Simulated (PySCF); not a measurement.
C4H11Ge (SMILES C[C](C)[CH2][GeH3]), doublet, geometry from GFN2-xTB; M062X/STO-3G (PySCF).

Here is a job for PySCF.
```python
from pyscf import gto, scf, dft

mol = gto.M(
    atom='''
C    -1.850354    1.560095    0.145925
C    -1.576691    0.115047   -0.066427
C    -2.073252   -0.862831    0.936303
C    -0.471039   -0.271252   -0.938565
Ge    1.359255   -0.139681   -0.067682
H    -2.852482    1.716419    0.541982
H    -1.746558    2.118495   -0.784131
H    -1.140531    1.992708    0.866016
H    -1.396444   -0.916524    1.801451
H    -2.131281   -1.864375    0.510567
H    -3.056540   -0.579544    1.308024
H    -0.563520   -1.308785   -1.266219
H    -0.416993    0.367017   -1.823029
H     1.484521   -1.011524    1.146067
H     2.473990   -0.541917   -0.991234
H     1.677700    1.251448    0.392903
''',
    basis='sto-3g',
    charge=0,
    spin=1,
    verbose=3,
)

mf = dft.UKS(mol)
mf.xc = 'm062x'
mf.grids.prune = dft.gen_grid.sg1_prune
mf.kernel()
```

Output, abridged:

```
Traceback (most recent call last):
  File "input.py", line 31, in <module>
  File "<string>", line 2, in kernel
  File "site-packages/pyscf/scf/hf.py", line 2099, in scf
  File "site-packages/pyscf/scf/hf.py", line 132, in kernel
  File "site-packages/pyscf/dft/uks.py", line 42, in get_veff
  File "site-packages/pyscf/dft/uks.py", line 192, in initialize_grids
  File "site-packages/pyscf/dft/rks.py", line 506, in initialize_grids
  File "site-packages/pyscf/dft/gen_grid.py", line 653, in build
  File "<string>", line 6, in gen_atomic_grids
  File "site-packages/pyscf/dft/gen_grid.py", line 318, in gen_atomic_grids
  File "site-packages/pyscf/dft/gen_grid.py", line 81, in sg1_prune
IndexError: index 32 is out of bounds for axis 0 with size 19
```

The run crashed.
